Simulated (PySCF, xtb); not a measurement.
ClH2Si, multiplicity 2. Atoms are numbered in the order given.

```xyz
4

Si    -1.0329     0.1014     0.0000
Cl     1.0317    -0.0164     0.0000
H     -1.5389    -0.5700    -1.2234
H     -1.5389    -0.5700     1.2234
```
Charge 0, spin multiplicity 2.

The structure is a stationary point at B3LYP-D3(BJ)/def2-TZVP. The isomer is the one that the SMILES or the coordinates give; other isomers of the formula were not compared.

Method: IEF-PCM-B3LYP/def2-TZVPD in PySCF.

The values are the electrostatic part of the solvation free energy, E(continuum) − E(gas) at the gas-phase geometry, in a cavity of scaled van der Waals radii (PySCF's table); cavitation and dispersion terms are not included. The dipole moment in vacuum is 1.20 D.

```tsv
solvent	ε	ΔG(elec) (kcal/mol)	dipole (D)
water	78.36	-0.8	1.64
methanol	32.61	-0.7	1.63
benzene	2.27	-0.3	1.40
```

For comparison, GFN2-xTB/ALPB(water) (xtb, at the GFN2-xTB geometry, all terms of that model) gives 0.9 kcal/mol.
